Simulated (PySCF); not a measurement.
PySCF input for SbBr2, SMILES [Br][Sb+][Br] (connectivity only; charge and spin as stated), charge +1, multiplicity 1, TDA-ωB97X/def2-SVPD. Geometry optimised at r2SCAN-D4/def2-SVP. The multiplicity is an assumed one; other spin states were not compared. The isomer is the one that the SMILES or the coordinates give; other isomers of the formula were not compared. The def2 effective core potentials stand for the cores of Sb; spin–orbit coupling is left out.

```python
import numpy as np
from pyscf import gto, scf, dft, tdscf

mol = gto.M(
    atom='''
    Sb    0.00000000    0.00000000    0.89122210
    Br    0.00000000   -1.89405386   -0.64931896
    Br    0.00000000    1.89405386   -0.64931896
    ''',
    basis='def2-SVPD',
    ecp={'Sb': 'def2-svp'},
    charge=1,
    spin=0,
    symmetry=True,
    max_memory=1600,
    verbose=4,
)
mf = dft.RKS(mol, xc='wb97x').density_fit(auxbasis='def2-universal-jkfit')
mf.grids.level = 3
mf.conv_tol = 1e-9
mf.max_cycle = 100
mf.kernel()
mf.grids = dft.Grids(mol).set(level=1).build(with_non0tab=True)  # coarser grid for the response kernel
td = tdscf.TDA(mf)
td.singlet = True
td.nstates = 10
td.conv_tol = 1e-4
td.positive_eig_threshold = 1e-6
td.kernel(x0=td.get_init_guess(mf, 15))
td.analyze()
tt = tdscf.TDA(mf)
tt.singlet = False
tt.nstates = 4
tt.conv_tol = 1e-4
tt.positive_eig_threshold = 1e-6
tt.kernel(x0=tt.get_init_guess(mf, 9))
tt.analyze(verbose=3)
```

Output:

```
PySCF version 2.14.0

[INPUT] verbose = 4
[INPUT] num. atoms = 3
[INPUT] num. electrons = 92
[INPUT] charge = 1
[INPUT] spin (= nelec alpha-beta = 2S) = 0
[INPUT] symmetry True subgroup None
[INPUT] Mole.unit = angstrom
[INPUT] Symbol           X                Y                Z      unit          X                Y                Z       unit  Magmom
[INPUT]  1 Sb     0.000000000000   0.000000000000   0.891222100000 AA    0.000000000000   0.000000000000   1.684165685160 Bohr   0.0
[INPUT]  2 Br     0.000000000000  -1.894053860000  -0.649318960000 AA    0.000000000000  -3.579243060575  -1.227035001887 Bohr   0.0
[INPUT]  3 Br     0.000000000000   1.894053860000  -0.649318960000 AA    0.000000000000   3.579243060575  -1.227035001887 Bohr   0.0

nuclear repulsion = 520.087561392115
point group symmetry = C2v
symmetry origin: [ 0.00000000e+00  0.00000000e+00 -1.56175708e-09]
symmetry axis x: [-1. -0. -0.]
symmetry axis y: [0. 1. 0.]
symmetry axis z: [0. 0. 1.]
num. orbitals of irrep A1 = 43
num. orbitals of irrep A2 = 16
num. orbitals of irrep B1 = 20
num. orbitals of irrep B2 = 35
number of shells = 42
number of NR pGTOs = 233
number of NR cGTOs = 114
basis = def2-SVPD
ecp = {'Sb': 'def2-svp'}


******** <class 'pyscf.df.df_jk.DFSymAdaptedRKS'> ********
method = DFSymAdaptedRKS
initial guess = minao
damping factor = 0
level_shift factor = 0
DIIS = <class 'pyscf.scf.diis.CDIIS'>
diis_start_cycle = 1
diis_space = 8
diis_damp = 0
SCF conv_tol = 1e-09
SCF conv_tol_grad = None
SCF max_cycles = 100
direct_scf = False
XC library pyscf.dft.libxc version 7.1.2
    S. Lehtola, C. Steigemann, M. J. T. Oliveira, and M. A. L. Marques,  SoftwareX 7, 1–5 (2018)
XC functionals = wb97x
    J.-D. Chai and M. Head-Gordon,  J. Chem. Phys. 128, 084106 (2008)
radial grids:
    Treutler-Ahlrichs [JCP 102, 346 (1995); DOI:10.1063/1.469408] (M4) radial grids

becke partition: Becke, JCP 88, 2547 (1988); DOI:10.1063/1.454033
pruning grids: <function nwchem_prune>
grids dens level: 3
symmetrized grids: True
atomic radii adjust function: <function treutler_atomic_radii_adjust>
small_rho_cutoff = 0
Freeze 0 electrons in irreps []
    92 free electrons in irreps A1 A2 B1 B2
Set gradient conv threshold to 3.16228e-05
Initial guess from minao.
tot grids = 62808
******** <class 'pyscf.df.df.DF'> ********
auxbasis = def2-universal-jkfit
Create RSH-DF object <pyscf.df.df.DF object> for omega=0.3
******** <class 'pyscf.df.df.DF'> ********
auxbasis = auxmol.basis = def2-universal-jkfit
init E= -5360.52502002558
HOMO (B2) = -0.702751935498579  LUMO (B1) = -0.680647677813067  gap/eV = 0.60149
cycle= 1 E= -5386.08810555629  delta_E= -25.6  |g|= 2.59  |ddm|= 10.4
HOMO (A1) = -0.263233906582542  LUMO (A1) = -0.127649939145713  gap/eV = 3.68943
cycle= 2 E= -5386.37712099299  delta_E= -0.289  |g|= 2.36  |ddm|= 7.02
HOMO (A1) = -0.546880342731988  LUMO (B1) = -0.316550758895723  gap/eV = 6.26759
cycle= 3 E= -5387.79254502319  delta_E= -1.42  |g|= 0.237  |ddm|= 2.96
HOMO (A1) = -0.592934486490876  LUMO (B1) = -0.3086468852227  gap/eV = 7.73586
cycle= 4 E= -5387.8019905311  delta_E= -0.00945  |g|= 0.102  |ddm|= 0.38
HOMO (A1) = -0.594862615731621  LUMO (B1) = -0.301344373193313  gap/eV = 7.98704
cycle= 5 E= -5387.80325955626  delta_E= -0.00127  |g|= 0.0146  |ddm|= 0.096
HOMO (A1) = -0.595173951903107  LUMO (B1) = -0.301540157348875  gap/eV = 7.99018
cycle= 6 E= -5387.80345770729  delta_E= -0.000198  |g|= 0.00522  |ddm|= 0.0468
HOMO (A1) = -0.594701706715156  LUMO (B1) = -0.301011300559338  gap/eV = 7.99172
cycle= 7 E= -5387.80349140957  delta_E= -3.37e-05  |g|= 0.00219  |ddm|= 0.0204
HOMO (A1) = -0.594824472835192  LUMO (B1) = -0.301256482174335  gap/eV = 7.98839
cycle= 8 E= -5387.8034990108  delta_E= -7.6e-06  |g|= 0.000585  |ddm|= 0.0109
HOMO (A1) = -0.594801801209208  LUMO (B1) = -0.301180033125107  gap/eV = 7.98986
cycle= 9 E= -5387.80349964482  delta_E= -6.34e-07  |g|= 0.000158  |ddm|= 0.00334
HOMO (A1) = -0.594789855356737  LUMO (B1) = -0.301175342927646  gap/eV = 7.98966
cycle= 10 E= -5387.80349967087  delta_E= -2.6e-08  |g|= 5.48e-05  |ddm|= 0.000602
HOMO (A1) = -0.594786822101206  LUMO (B1) = -0.30118069251456  gap/eV = 7.98943
cycle= 11 E= -5387.80349967287  delta_E= -2.01e-09  |g|= 1.57e-05  |ddm|= 0.000156
HOMO (A1) = -0.594788013568625  LUMO (B1) = -0.30118246892302  gap/eV = 7.98941
cycle= 12 E= -5387.80349967311  delta_E= -2.4e-10  |g|= 3.98e-06  |ddm|= 5.24e-05
HOMO (A1) = -0.594787161892697  LUMO (B1) = -0.301182317970031  gap/eV = 7.98939
Extra cycle  E= -5387.80349967313  delta_E= -1.91e-11  |g|= 2.48e-06  |ddm|= 1.13e-05
converged SCF energy = -5387.80349967313
tot grids = 22696
Overwritten attributes  positive_eig_threshold  of <class 'pyscf.tdscf.rks.TDA'>


******** <class 'pyscf.tdscf.rks.TDA'> for <class 'pyscf.df.df_jk.DFSymAdaptedRKS'> ********
nstates = 10 singlet
deg_eia_thresh = 1.000e-03
wfnsym = None
conv_tol = 0.0001
eigh lindep = 1e-12
eigh level_shift = 0
eigh max_cycle = 100


Excitation energies (eV)
[2.93971298 2.95010683 3.81474209 4.4313018  4.75739783 5.29145212
 5.48610419 5.66307403 5.6837526  6.01968267]

** Singlet excitation energies and oscillator strengths **
Excited State   1:   B1      2.93971 eV    421.76 nm  f=0.0050
      46 -> 47        0.70322
Excited State   2:   A2      2.95011 eV    420.27 nm  f=0.0000
      45 -> 47        0.70420
Excited State   3:   B2      3.81474 eV    325.01 nm  f=0.0650
      44 -> 47        0.66478
      45 -> 48        0.14385
      46 -> 49        0.15570
Excited State   4:   B1      4.43130 eV    279.79 nm  f=0.0069
      42 -> 47        0.70252
Excited State   5:   A1      4.75740 eV    260.61 nm  f=0.0145
      41 -> 49       -0.12310
      42 -> 48       -0.13708
      43 -> 47        0.64439
      46 -> 48        0.20602
Excited State   6:   A2      5.29145 eV    234.31 nm  f=0.0000
      41 -> 47        0.70156
Excited State   7:   B2      5.48610 eV    226.00 nm  f=0.0004
      45 -> 48        0.56664
      46 -> 49       -0.40031
Excited State   8:   A2      5.66307 eV    218.93 nm  f=0.0000
      43 -> 49       -0.16093
      44 -> 48       -0.68148
Excited State   9:   A1      5.68375 eV    218.14 nm  f=0.0416
      42 -> 48        0.21934
      43 -> 47       -0.13068
      45 -> 49       -0.41738
      46 -> 48        0.49761
Excited State  10:   B1      6.01968 eV    205.96 nm  f=0.0066
      43 -> 48       -0.30677
      44 -> 49       -0.62916

** Transition electric dipole moments (AU) **
state          X           Y           Z        Dip. S.      Osc.
  1        -0.2634     -0.0000      0.0000      0.0694      0.0050
  2         0.0000      0.0000     -0.0000      0.0000      0.0000
  3         0.0000      0.8339     -0.0000      0.6954      0.0650
  4         0.2527     -0.0000      0.0000      0.0639      0.0069
  5        -0.0000     -0.0000      0.3531      0.1246      0.0145
  6        -0.0000     -0.0000      0.0000      0.0000      0.0000
  7        -0.0000     -0.0578      0.0000      0.0033      0.0004
  8         0.0000      0.0000     -0.0000      0.0000      0.0000
  9         0.0000     -0.0000     -0.5465      0.2986      0.0416
 10         0.2122     -0.0000      0.0000      0.0450      0.0066

WARN: ECP detected. Skipping calculation of transition velocity and magnetic dipole moments, which have not yet been implemented.



******** <class 'pyscf.tdscf.rks.TDA'> for <class 'pyscf.df.df_jk.DFSymAdaptedRKS'> ********
nstates = 4 triplet
deg_eia_thresh = 1.000e-03
wfnsym = None
conv_tol = 0.0001
eigh lindep = 1e-12
eigh level_shift = 0
eigh max_cycle = 100


Excitation energies (eV)
[2.31731419 2.7810404  2.80823179 3.55862156]

** Triplet excitation energies and oscillator strengths **
Excited State   1:   B1      2.31731 eV    535.03 nm  f=0.0000
Excited State   2:   A2      2.78104 eV    445.82 nm  f=0.0000
Excited State   3:   B2      2.80823 eV    441.50 nm  f=0.0000
Excited State   4:   A1      3.55862 eV    348.41 nm  f=0.0000
```

Self-consistency was reached.
